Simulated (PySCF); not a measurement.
BHandHLYP single point of triplet ZrH₂ at its PBE0 minimum.

An equivalent PySCF input for this run (the driver started from the density of an earlier step):

```python
from pyscf import gto, scf, dft
mol = gto.M(atom='''
Zr     0.000000     0.000000    -0.020722
H      1.601986    -0.000000     0.924290
H     -1.601986     0.000000     0.924290''',
    basis={'Zr': 'def2-TZVP', 'H': 'def2-TZVP'},
    ecp={'Zr': 'def2-TZVP'},
    charge=0, spin=2)
mf = dft.UKS(mol, xc='BHANDHLYP')
mf.grids.atom_grid = (75, 302)
aux = {'Zr': 'def2-universal-JKFIT', 'H': 'def2-universal-JKFIT'}
mf = mf.density_fit(auxbasis=aux)
mf.conv_tol = 1e-08
mf.diis_space = 10
mf.max_cycle = 60
mf.verbose = 4
mf.kernel()
```

Excerpt of the output:

```
init E= -48.028745638113
cycle= 1 E= -48.029950593873  delta_E= -0.0012  |g|= 0.0149  |ddm|= 0.0765
cycle= 2 E= -48.0301129727963  delta_E= -0.000162  |g|= 0.00963  |ddm|= 0.0404
cycle= 3 E= -48.0301825356778  delta_E= -6.96e-05  |g|= 0.00192  |ddm|= 0.0144
cycle= 4 E= -48.0301980584373  delta_E= -1.55e-05  |g|= 0.000735  |ddm|= 0.00876
cycle= 5 E= -48.0302023147615  delta_E= -4.26e-06  |g|= 0.000481  |ddm|= 0.00429
cycle= 6 E= -48.0302048878631  delta_E= -2.57e-06  |g|= 0.000313  |ddm|= 0.00391
cycle= 7 E= -48.0302062725199  delta_E= -1.38e-06  |g|= 0.000136  |ddm|= 0.00402
cycle= 8 E= -48.0302065057766  delta_E= -2.33e-07  |g|= 5.63e-05  |ddm|= 0.00175
cycle= 9 E= -48.0302065389377  delta_E= -3.32e-08  |g|= 1.05e-05  |ddm|= 0.000758
cycle= 10 E= -48.0302065396111  delta_E= -6.73e-10  |g|= 2.19e-06  |ddm|= 0.00011
Extra cycle  E= -48.0302065396255  delta_E= -1.44e-11  |g|= 1.18e-06  |ddm|= 5.58e-06
converged SCF energy = -48.0302065396255  <S^2> = 2.004907  2S+1 = 3.0032696
```

Other spin states or occupations of the open shell can lie lower.

This run, together with those of the ionised and electron-attached species (not shown), took 1.9 s on 2 threads of a shared Arm Neoverse V2 host, with 52 basis functions; the process peaked at 0.61 GiB.
